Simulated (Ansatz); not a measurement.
Z-matrix (Å, degrees):
```
B
I 1 2.470
C 1 1.546 2 62.8
H 1 1.194 2 104.0 3 114.0
H 1 1.191 2 107.2 3 -114.4
Cl 3 1.731 1 121.9 2 -111.2
H 3 1.085 1 121.9 2 98.6
```

Total charge 0; spin multiplicity 1. I: def2 effective core potential.

(1) List the PBE/def2-TZVPP orbital energies in eV (the Gaussian-basis code of Ansatz). (Best estimate.)

Answers

(1) Ansatz gave: Occupied: -2739.65, -271.72, -250.18, -190.96, -190.69, -190.65, -180.61, -177.03, -128.04, -127.75, -127.68, -50.13, -50.06, -50.00, -49.77, -49.77, -22.20, -18.84, -16.06, -12.89, -11.69, -10.41, -9.42, -8.33, -7.96, -7.30, -7.14, -6.76. Lowest empty: -2.96, -1.68, -0.36, 0.49, 1.57, 2.08, 2.39, 2.71.
